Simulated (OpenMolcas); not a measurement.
**Mn2+, Tc2+, Re2+: d⁵ down the group**

```json
{
  "Program": "OpenMolcas 26.06",
  "Method": "SS-CASPT2, IPEA 0.25 Eh, imaginary shift 0.1 Eh",
  "Basis": "ANO-R3",
  "Scalar Hamiltonian": "X2C, finite nucleus",
  "Spin-orbit coupling": "state interaction with AMFI integrals over the reference wave functions, term energies averaged over their components"
}
```

Active space for each ion: 5 electrons in 5 orbitals (d); closed shells correlated by CASPT2: Mn2+ 3s 3p; Tc2+ 4s 4p; Re2+ 5s 5p.

Computed levels in cm-1 above ⁶S_5/2:

```
                               Level   Mn2+   Tc2+   Re2+
                              ⁴G_7/2  27250  20180  18180
                             ⁴G_11/2  27260  20230  19040
                              ⁴G_9/2  27260  20270  19540
                              ⁴P_1/2  30010  22970  20650
                              ⁴D_7/2  32870  23920  22590
                              ⁴D_1/2  32910  24500  25350
                             ²I_11/2  39800  29740  27710
                             ²I_13/2  39840  30080  30010
                           ²F_7/2(1)  43760  34170  37340
weight of ⁶S in the lowest level (%)    100     99     90
```

Mixed levels, with the weight of the term that names them: Tc2+ ⁴P_1/2 (74 %), Tc2+ ⁴D_1/2 (75 %), Tc2+ ²F_7/2(1) (75 %), Re2+ ⁴G_7/2 (70 %), Re2+ ⁴P_1/2 (59 %), Re2+ ⁴D_7/2 (73 %), Re2+ ⁴D_1/2 (63 %), Re2+ ²F_7/2(1) (53 %).

Measured, with the error of the calculation in %. Measured levels: Mn2+ from Corliss and Sugar, J. Phys. Chem. Ref. Data 6, 1253 (1977); Re2+ from the list in Brasseur, Gamrath and Quinet, At. Data Nucl. Data Tables 157, 101636 (2024).

```tsv
Level	Mn2+	Re2+
⁴G_7/2	26860 (+1.5)	16890 (+7.6)
⁴G_11/2	26824 (+1.6)	18020 (+5.7)
⁴G_9/2		18346 (+6.5)
⁴D_7/2	32307 (+1.7)	20453 (+10.5)
⁴D_1/2	32369 (+1.7)	
²I_11/2	39174 (+1.6)	26170 (+5.9)
²I_13/2	39176 (+1.7)	28588 (+5.0)
²F_7/2(1)	42606 (+2.7)
```

Without spin-orbit coupling ⁴G lies 27250, 20210, 18720 cm-1 above ⁶S in that order; the difference to the level ⁴G_7/2, of either sign, comes from spin-orbit coupling, which also lowers the zero.

Term energies are means over components that CASPT2 splits; among the terms shown or strongly mixed into the levels shown the widest spread is 500 cm-1 (5d⁵ ²G(1), Re2+). Levels of configurations with an s electron are missing; early in the row they begin among the upper levels of the d shell and mix with terms of their name (holds for Tc2+). Configurations with an s electron lie low in 5d ions of this charge, fall among these levels and mix in, so low-spin terms can stand far too high, up to twice their true height, and weights are not those of the real levels (holds for Re2+). Computed and measured levels are paired by configuration, term and J; levels that our copy of the source lacks, or whose pairing is in doubt (as where it misses far off the trend of its configuration), stay unpaired and out of the deviations. Only configurations of the active space appear.

A number in round brackets counts repeated terms of one configuration in the order of the reference energies.
